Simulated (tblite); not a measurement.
C₂H₈O₃SSi.
SMILES with atom numbers: `[CH3:1][CH2:2][O:3][Si:4]([OH:5])([OH:6])[SH:7]` (hydrogens: H8, H9, H10 on C1; H11, H12 on C2; H13 on O5; H14 on O6; H15 on S7)

Computed with GFN2-xTB (tblite), gas phase: L-BFGS steps from a force-field or distance-geometry start until the largest atomic force falls under 0.01 eV/Å.

Step 25: E = -699.3157 eV
```
atom  x, y, z in Å  |  force x, y, z in eV/Å
C1     -1.6303   -1.6214   -0.9528    0.009   0.017   0.011
C2     -0.9067   -0.8701    0.1504   -0.004  -0.016   0.008
O3     -0.0253    0.0720   -0.4242   -0.028  -0.018   0.005
Si4     1.0573    0.9474    0.3828   -0.027  -0.032   0.010
O5      0.3066    1.6819    1.6158    0.009   0.018   0.001
O6      2.2881    0.1075    1.0321    0.034   0.042  -0.010
S7      1.8286    2.3039   -1.0791    0.012   0.028   0.020
H8     -2.1845   -0.9223   -1.5736   -0.010  -0.022   0.004
H9     -2.3173   -2.3414   -0.5153    0.010   0.019  -0.033
H10    -0.9101   -2.1443   -1.5778   -0.029   0.004   0.008
H11    -1.6113   -0.3363    0.7960   -0.014  -0.012  -0.027
H12    -0.3334   -1.5621    0.7761    0.002  -0.009   0.004
H13     0.8115    2.1342    2.2866    0.013   0.012   0.013
H14     2.9564   -0.2774    0.4718    0.014  -0.009   0.001
H15     0.6661    2.8364   -1.4107    0.006  -0.021  -0.015
```

Step 26: E = -699.3161 eV
```
atom  x, y, z in Å  |  force x, y, z in eV/Å
C1     -1.6308   -1.6208   -0.9537    0.015   0.011   0.017
C2     -0.9076   -0.8710    0.1513   -0.004  -0.015   0.004
O3     -0.0250    0.0703   -0.4234   -0.028  -0.009   0.018
Si4     1.0566    0.9470    0.3836   -0.007  -0.005  -0.016
O5      0.3076    1.6844    1.6161    0.013   0.013   0.002
O6      2.2893    0.1096    1.0323    0.031   0.039  -0.003
S7      1.8289    2.3049   -1.0801    0.002  -0.004   0.049
H8     -2.1846   -0.9210   -1.5745   -0.006  -0.027   0.013
H9     -2.3172   -2.3424   -0.5178    0.002   0.024  -0.030
H10    -0.9107   -2.1437   -1.5788   -0.023   0.009   0.007
H11    -1.6129   -0.3368    0.7964   -0.005  -0.016  -0.035
H12    -0.3342   -1.5626    0.7779   -0.010  -0.008  -0.007
H13     0.8141    2.1338    2.2878    0.009   0.008   0.005
H14     2.9573   -0.2761    0.4722    0.014  -0.009  -0.002
H15     0.6648    2.8325   -1.4111   -0.003  -0.011  -0.023
```

Step 27: E = -699.3164 eV
```
atom  x, y, z in Å  |  force x, y, z in eV/Å
C1     -1.6311   -1.6200   -0.9544    0.013  -0.001   0.014
C2     -0.9087   -0.8722    0.1523   -0.003  -0.009  -0.001
O3     -0.0252    0.0685   -0.4221   -0.018   0.004   0.025
Si4     1.0559    0.9465    0.3842    0.013   0.022  -0.029
O5      0.3091    1.6872    1.6164    0.013   0.001  -0.005
O6      2.2912    0.1126    1.0325    0.028   0.031   0.000
S7      1.8291    2.3056   -1.0807   -0.012  -0.029   0.069
H8     -2.1847   -0.9201   -1.5753   -0.004  -0.022   0.018
H9     -2.3171   -2.3430   -0.5213   -0.012   0.019  -0.017
H10    -0.9117   -2.1428   -1.5798   -0.007   0.009   0.000
H11    -1.6148   -0.3377    0.7963   -0.002  -0.015  -0.032
H12    -0.3354   -1.5634    0.7797   -0.019  -0.010  -0.014
H13     0.8170    2.1335    2.2892    0.009   0.008   0.002
H14     2.9588   -0.2746    0.4728    0.010  -0.006  -0.001
H15     0.6631    2.8280   -1.4120   -0.008  -0.002  -0.029
```

**Question.** Estimate the geometry and energy of step 28. (The exact step hangs on the optimiser's Hessian estimate; all steps are aligned on step 27, rigid shifts and turns removed.)

**Answer.** E = -699.3169 eV, largest force 0.086 eV/Å
```
atom  x, y, z in Å  |  force x, y, z in eV/Å
C1     -1.6312   -1.6188   -0.9553    0.005  -0.015   0.003
C2     -0.9103   -0.8737    0.1536    0.000  -0.001  -0.006
O3     -0.0261    0.0667   -0.4193   -0.001   0.020   0.024
Si4     1.0555    0.9461    0.3848    0.030   0.037  -0.025
O5      0.3116    1.6905    1.6168    0.014  -0.004  -0.002
O6      2.2943    0.1171    1.0330    0.021   0.024   0.003
S7      1.8284    2.3051   -1.0815   -0.025  -0.039   0.073
H8     -2.1847   -0.9191   -1.5759   -0.004  -0.009   0.019
H9     -2.3172   -2.3433   -0.5264   -0.028   0.008   0.002
H10    -0.9126   -2.1409   -1.5812    0.015   0.007  -0.009
H11    -1.6174   -0.3392    0.7958   -0.007  -0.012  -0.020
H12    -0.3376   -1.5646    0.7818   -0.025  -0.017  -0.016
H13     0.8211    2.1329    2.2914    0.005   0.002  -0.010
H14     2.9614   -0.2726    0.4743    0.005  -0.003  -0.003
H15     0.6602    2.8218   -1.4138   -0.005   0.002  -0.033
```

The energy changes by -0.0004 eV. The first-order estimate −F·Δx gives -0.0006 eV and the mean of the old and new forces, exact on a quadratic surface, -0.0004 eV. The step makes an angle of 72° with the force vector and moves no atom by more than 0.007 Å.

What follows is the cost of the whole relaxation. On one thread, Arm Neoverse N1 (aarch64), on a shared host, this took 0.79 s wall.
